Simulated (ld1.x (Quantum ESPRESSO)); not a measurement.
## S: variants of one TM potential

Base potential:

- Element: S
- Generator: ld1.x (Quantum ESPRESSO) 7.5
- Type: norm-conserving Troullier–Martins (Kleinman–Bylander form)
- Functional: revPBE
- Relativity: non-relativistic
- Frozen core: [Ne]
- Valence charge: 6
- Reference configuration: 3s2 3p3 (charge +1)
- Partial waves: 3p (bound): rc 1.20 bohr; 3d channel at -0.1 Ry: rc 1.20 bohr; 3s (bound): rc 1.25 bohr
- Local potential: the s channel
- Core correction: Bessel-smoothed model core, default radius (core density twice the valence density)

Cutoffs, loose and tight: the cutoffs (Ry, on a coarse ladder) from which the occupation-weighted sum of valence levels, in a spherical-Bessel basis at the reference potential, stays within 10 and 1 mRy of its value at 400 Ry. They do not see the model core or the augmentation charge, which bear on the density cutoff. Test errors are all-electron minus pseudo excitation energies from the reference, over the configurations 3s2 3p4; 3s2 3p2; 3s2 3p1; 3s1 3p5; 3s2 3p4.3; 3s0 3p6; 3s1 3p4. A dash means not determined; rows that change the core or the reference have their own tests.

The default core radius of the base comes out at 0.88 bohr.

| change | outcome | cutoff, loose | cutoff, tight | bound ghosts | largest test error (meV) |
| --- | --- | --- | --- | --- | --- |
| base | generated | 70 Ry | 140 Ry | none | +46 |
| wave 3d channel at -0.1 Ry: rc 1.20 bohr becomes 3d channel at -0.1 Ry: rc 0.80 bohr | generated | 70 Ry | 140 Ry | none | +46 |
| scalar-relativistic | generated | 70 Ry | 140 Ry | none | +43 |
| functional PBE | generated | 70 Ry | 140 Ry | none | +46 |
| wave 3d channel at -0.1 Ry: rc 1.20 bohr becomes 3d channel at 0.87 Ry: rc 1.20 bohr | generated | 70 Ry | 140 Ry | none | +46 |

What comes out with this change to the base: core correction Bessel-smoothed model core inside 1.32 bohr?

outcome: generated; cutoff, loose: 70 Ry; cutoff, tight: 140 Ry; bound ghosts: none; largest test error (meV): +34.

What comes out with this change to the base: reference 3s2 3p4?

outcome: generated; cutoff, loose: 70 Ry; cutoff, tight: 140 Ry; bound ghosts: none; largest test error (meV): +148.
